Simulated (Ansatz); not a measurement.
The cluster Ag₇Se⁺, relaxed as a singlet with RKS PBE0-D4/def2-SVP in Ansatz, starting from the GFN1-xTB geometry. Force threshold 0.02 eV/Å.

In the def2 sets Ag takes a core potential; there is no spin–orbit coupling. The relaxation made no stability test and no search for a lower SCF solution. No other spin state of charge 1 was run. Another isomer (singlet) lies 0.29 eV lower at PBE0-D4/def2-TZVP; other spin states weren't run for this one.

Start:

```xyz
8

Ag   -2.416   -0.751    0.707
Ag   -0.266    1.024    1.184
Ag    2.334    0.378    0.140
Ag    0.086   -1.812    1.508
Ag   -0.140   -0.569   -1.125
Ag   -2.053    1.485   -0.970
Ag    0.656    2.236   -1.198
Se    1.800   -1.990   -0.247
```

```csv
step,energy (eV),largest force component (eV/Å),SCF passes
1,-93326.2936,0.617,21
2,-93326.3582,0.169,28
3,-93326.3674,0.062,29
4,-93326.3746,0.030,28
5,-93326.3753,0.015,29
```

Force components are those of the run's own axes.

End:

```xyz
8

Ag   -2.512   -0.702    0.779
Ag   -0.237    0.937    1.100
Ag    2.398    0.464   -0.012
Ag   -0.052   -1.927    1.497
Ag   -0.091   -0.620   -1.131
Ag   -2.018    1.471   -0.940
Ag    0.638    2.370   -1.170
Se    1.872   -1.993   -0.122
```

By distances, no bond broke or formed. The bond that changes most is Ag5–Ag7, from 2.92 to 3.08 Å (atoms count from 1).

No frequencies were taken in this run, so the end may be a saddle point.

It took 1.9 min on 4 threads of Arm Neoverse V1 on a shared host, peak host memory 1.4 GiB.
